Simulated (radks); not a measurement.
Spherical jellium clusters: N electrons in a uniform positive sphere of charge N and radius rs N^(1/3), rs = 4.68 bohr. Level of theory: non-relativistic Kohn-Sham, LDA (Slater exchange, Perdew-Wang correlation), spin-polarised, spherical densities (a radial shooting solver with Libxc functionals). Levels are named by radial order and angular momentum (1s, 1p, 1d, 2s, ...), and open shells are averaged over m. Each electron was tried in the lowest free levels, single moves between levels near the top were tried too, and the lowest total energy was kept; such a search can miss a lower state. Energies include the self-energy of the background; IP and EA are vertical (highest electron removed, lowest free level filled), at fixed background; spill-out counts the electrons outside the background radius R, and alpha is the static dipole polarisability from linear response (closed shells only). A dash means not computed or, for alpha, an open shell; in EA it means that no bound solution was reached, which is typical of self-interaction and does not show that the anion is unstable. Real open-shell clusters deform, which this model forbids.

N	open shells	2S	E(N+1) + E(N-1) - 2E(N) (eV)	IP (eV)	EA (eV)
1	1s(up 1, down 0)	1	-	-	-
2	none	0	0.846	4.670	-
3	1p(up 1, down 0)	1	-0.535	3.500	-
4	1p(up 2, down 0)	2	-0.357	3.923	-
5	1p(up 3, down 0)	3	0.270	4.149	-
6	1p(up 3, down 1)	2	-0.292	3.769	-
7	1p(up 3, down 2)	1	-0.208	3.992	1.457
8	none	0	0.904	4.134	-
9	1d(up 1, down 0)	1	-0.213	3.171	-
10	1d(up 2, down 0)	2	-0.179	3.360	1.110
11	1d(up 3, down 0)	3	-0.151	3.506	1.284
12	1d(up 4, down 0)	4	-0.128	3.623	1.430
13	1d(up 5, down 0)	5	0.287	3.717	1.174
14	1d(up 5, down 1)	4	-0.139	3.398	1.336
15	1d(up 5, down 2)	3	-0.119	3.516	1.473
16	1d(up 5, down 3)	2	-0.103	3.613	1.591
17	1d(up 5, down 4)	1	-0.089	3.693	1.694
18	none	0	0.181	3.760	1.547
19	2s(up 1, down 0)	1	0.192	3.558	1.406
20	none	0	0.235	3.363	1.183
21	1f(up 1, down 0)	1	-0.096	3.137	1.289
22	1f(up 2, down 0)	2	-0.087	3.217	1.385
23	1f(up 3, down 0)	3	-0.079	3.288	1.471
24	1f(up 4, down 0)	4	-0.073	3.351	1.550
25	1f(up 5, down 0)	5	-0.067	3.407	1.621
26	1f(up 6, down 0)	6	-0.061	3.458	1.688
27	1f(up 7, down 0)	7	0.248	3.504	1.450
28	1f(up 7, down 1)	6	-0.071	3.242	1.529
29	1f(up 7, down 2)	5	-0.065	3.303	1.602
30	1f(up 7, down 3)	4	-0.060	3.357	1.668
31	1f(up 7, down 4)	3	-0.055	3.406	1.730
32	1f(up 7, down 5)	2	-0.051	3.451	1.787
33	1f(up 7, down 6)	1	-0.048	3.492	1.839
34	none	0	0.299	3.530	1.562
35	2p(up 1, down 0)	1	-0.032	3.221	1.616
36	2p(up 2, down 0)	2	-0.024	3.257	1.660
37	2p(up 3, down 0)	3	0.192	3.285	1.496
38	2p(up 3, down 1)	2	-0.036	3.096	1.557
39	2p(up 3, down 2)	1	-0.029	3.142	1.610
40	none	0	-	3.180	1.609

All shells are closed at N = 2, 8, 18, 20, 34, 40 (there: 1s2 1p6 1d10 2s2 1f14 2p6); the second difference of the energy has clear peaks (12 % above both neighbours; the first and last values, which can be the largest, are not judged, and half-filled shells can peak too) at N = 5, 8, 13, 20, 27, 34, 37.
